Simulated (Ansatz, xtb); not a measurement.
**C4H5ClOS: which of two isomers lies lower**

Structure I is `C=C(Cl)C(=O)CS`, a singlet and structure II is `C=C(Cl)/C(O)=C\S`, a singlet. Both are isolated molecules in the gas phase, relaxed with PBE-D3(BJ)/def2-SVP; the shapes shown needn't be the lowest conformers.

I (Å):

```xyz
12

C    -1.8076   -0.5178   -0.2886
C    -0.4864   -0.3016   -0.4414
C     0.0203    0.9994   -1.0269
C     1.5048    1.1465   -1.3039
Cl    0.6898   -1.4943    0.0665
O    -0.7719    1.8863   -1.3166
S     1.8725    0.2144   -2.8463
H    -2.1995   -1.4456    0.1492
H    -2.4962    0.2742   -0.6187
H     2.1317    0.6770   -0.5229
H     1.7566    2.2174   -1.4129
H     1.1039    1.0059   -3.6476
```

II (Å):

```yaml
atoms:
  - { symbol: C, position_ang: [-2.9464, -0.1795, 0.3657] }
  - { symbol: C, position_ang: [-1.9649, 0.4300, -0.3375] }
  - { symbol: C, position_ang: [-0.6243, -0.1463, -0.5207] }
  - { symbol: C, position_ang: [0.3966, 0.2103, -1.3615] }
  - { symbol: Cl, position_ang: [-2.2967, 2.0286, -0.9975] }
  - { symbol: O, position_ang: [-0.4659, -1.2304, 0.3185] }
  - { symbol: S, position_ang: [0.6274, 1.3898, -2.6393] }
  - { symbol: H, position_ang: [-3.9235, 0.3010, 0.5065] }
  - { symbol: H, position_ang: [-2.7570, -1.1677, 0.8037] }
  - { symbol: H, position_ang: [0.3492, -1.6964, 0.0571] }
  - { symbol: H, position_ang: [1.3180, -0.3920, -1.2621] }
  - { symbol: H, position_ang: [-0.6079, 1.9609, -2.5701] }
```

**Question.** Which of the two would you expect CCSD(T)/def2-SVP + ΔMP2/def2-TZVPP electronic energies to favour?

**Answer.** Structure I; the calculation gives E(II) − E(I) = +14.2 kcal/mol.

Level by level:

| level | geometry | E(II) − E(I) (kcal/mol) | departure from the last row (kcal/mol) | job, with rough time for the two |
| --- | --- | --- | --- | --- |
| GFN2-xTB | GFN2-xTB | +3.9 | −10.3 | optimisation, 1 s |
| HF/STO-3G | GFN2-xTB | +16.9 | +2.7 | single point, 2.1 s |
| r2SCAN-D4/def2-SVP | GFN2-xTB | +14.3 | +0.1 | single point, 13 s |
| PBE-D3(BJ)/def2-SVP | PBE-D3(BJ)/def2-SVP | +12.7 | −1.5 | optimisation, 2.1 min |
| HF/def2-SVP | PBE-D3(BJ)/def2-SVP | +20.8 | +6.6 | part of the CCSD(T) run |
| MP2/def2-SVP | PBE-D3(BJ)/def2-SVP | +17.5 | +3.3 | part of the CCSD(T) run |
| CCSD(T)/def2-SVP | PBE-D3(BJ)/def2-SVP | +17.8 | +3.6 | single point |
| CCSD(T)/def2-SVP + ΔMP2/def2-TZVPP | PBE-D3(BJ)/def2-SVP | +14.2 |  | single point, 3 min |

As drawn, II has 1 C=C, 1 C–O, 1 O–H in place of 1 C–C, 1 C=O, 1 C–H.

None of the levels shown reverses the order. The largest departure from CCSD(T)/def2-SVP + ΔMP2/def2-TZVPP is that of GFN2-xTB, 10.3 kcal/mol. The last row adds to CCSD(T) the change of the MP2 difference between the two basis sets, here −3.6 kcal/mol, a large step that makes the value less sure.

With thermal terms from frequencies at re-optimised GFN2-xTB minima (ideal gas, soft modes damped towards free rotors, one conformer each, 298.15 K, 1 atm): on the last row, ΔE + ΔZPE = +14.1, ΔH = +14.1, ΔG = +14.5 kcal/mol.

The correlated steps freeze 15 core orbitals. Run with Ansatz 0.2.0, xtb 6.7.1; the last row on 2 threads of Intel(R) Xeon(R) Processor @ 2.50GHz (Skylake/Cascade Lake) on a shared host.
